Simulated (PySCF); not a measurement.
# Shifts of the heteroatoms

Bonds (- single, = double, # triple, : aromatic): C1=C2, C2-C3, C3-C4, C2-C5, C5=C6, C5-C7, C7-C8, C8-F9. C1 carries H10, H11; C3 carries H12, H13; C4 carries H14, H15, H16; C6 carries H17, H18; C7 carries H19, H20; C8 carries H21, H22. H17 is cis to C2; H11 is cis to C3; H18 is trans to C2; H10 is trans to C3.

All values are calculated (PySCF 2.14): GIAO PBE0/pcSseg-1 shieldings, geometry: GFN2-xTB. One averaged value for each set of equivalent atoms, no solvent, no relativistic terms, one computed conformer.

What are the 19F shifts?

Results:


| atoms | environment | σ (ppm) | δ (ppm) |
| --- | --- | --- | --- |
| F9 | fluorine on an sp3 carbon | 416.9 | -215.6 |

Shieldings were converted by a linear fit to measured shifts: 19F: δ = 146.13 − 0.903σ +14.6 on sp3 carbon (rms 6.0 ppm, 223 shifts, 7.0 ppm with the 5 outliers that the fit left out vs CFCl3, solution or neat liquid). A few per cent of atoms miss by over 2 rms, more outside the fitted compound classes.

On a 500 MHz spectrometer 19F resonates near 470.5 MHz, so 1 ppm is 470.5 Hz.
